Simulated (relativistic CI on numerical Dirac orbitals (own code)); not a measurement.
**Ca: computed level list**

Computed by Dirac-Coulomb-Breit CI, orbitals from a KLI potential per configuration, a model potential for QED, valence Slater integrals scaled by 0.85, configuration energies shifted to the measured levels that pair with them (semi-empirical) (own radial code, finite nucleus).

CI space (outside the closed core [Ar]): 4s², 4s4p, 4s3d, 4s5s, 3d4p, 4s5p, 4s4d, 4p², 3d², 4s6s, 4s4f, 4s6p, 4s5d, 3d4d, 4s5f, 4s5g, 4s6d, 4d², 4s6f, 4p4d, 3d5s. Levels of other configurations are missing.

```
No.  Configuration  Term  J  E (eV)    %  Landé g  Lifetime (s)
  1            4s²    ¹S  0  0.0000   94                       
  2           4s4p   ³P°  0  1.8797   98                       
  3           4s4p   ³P°  1  1.8854   98    1.501      7.11e-04
  4           4s4p   ³P°  2  1.8968   98    1.501      7.36e+03
  5           4s3d    ³D  3  2.5220  100    1.334      1.03e-06
  6           4s3d    ³D  2  2.5221  100    1.167      9.85e-07
  7           4s3d    ³D  1  2.5221  100    0.499      9.60e-07
  8           4s3d    ¹D  2  2.7339   86    1.000      6.78e-03
  9           4s4p   ¹P°  1  2.9704   78    1.000      3.78e-09
 10           4s5s    ³S  1  3.9145  100    2.002      1.18e-08
 11           4s5s    ¹S  0  4.1266   97               2.54e-08
 12           3d4p   ¹D°  2  4.4065   97    0.990      1.92e-08
 13           3d4p   ³F°  2  4.4300   97    0.676      2.00e-08
 14           3d4p   ³F°  3  4.4337  100    1.083      1.99e-08
 15           3d4p   ³F°  4  4.4395  100    1.251      1.98e-08
 16           4s5p   ³P°  0  4.5313   92               4.31e-08
 17           4s5p   ³P°  1  4.5322   92    1.501      4.31e-08
 18           4s5p   ³P°  2  4.5340   92    1.501      4.32e-08
 19           4s4d    ¹D  2  4.5743   85    1.000      5.13e-08
 20           4s5p   ¹P°  1  4.6066   85    1.000      2.99e-08
 21           4s4d    ³D  1  4.6800  100    0.499      9.75e-09
 22           4s4d    ³D  2  4.6807  100    1.167      9.75e-09
 23           4s4d    ³D  3  4.6817  100    1.334      9.75e-09
 24           3d4p   ³D°  1  4.7393   98    0.499      1.23e-08
 25           3d4p   ³D°  2  4.7409   98    1.167      1.23e-08
 26           3d4p   ³D°  3  4.7435   98    1.334      1.23e-08
 27            4p²    ³P  0  4.7636   85               4.27e-09
 28            4p²    ³P  1  4.7689   85    1.501      4.26e-09
 29            4p²    ³P  2  4.7791   85    1.501      4.24e-09
 30           3d4p   ³P°  2  4.9118   90    1.501      8.91e-09
```

Energies count from the lowest computed level; ° marks odd parity; lifetimes are radiative, by E1, M1, E2, M2, E3 decay to levels of this space only; some are left blank where a channel outside the calculation adds to the decay or the decay crosses a small, uncertain gap.

The mean weight of the leading LS term, summed over parents, in these 30 levels is 94 %, and that of the leading jj configuration (from the same eigenvectors) 73 %, so LS coupling describes them better.

Configurations whose levels could be paired with our table of measured levels were shifted onto them, all but the ground configuration, by the median error of their levels; single terms can still be off by 1,000 to 2,000 cm⁻¹ or more, and rates follow the energies as ν³ (E1, M1) or ν⁵ (E2). The others borrow a shift and can be off by several thousand cm⁻¹ or more. The fine structure of a lone outer electron comes out too small, for d and f at times inverted, and misplaced configurations move strength between like terms. 28 of the 28 excited levels that our extract of the measured tables holds in this range could be paired (the sources list more); they are missed by 71 cm⁻¹ on average and 423 at most, after the shifts were fitted to these levels, and levels without a partner can miss by more.
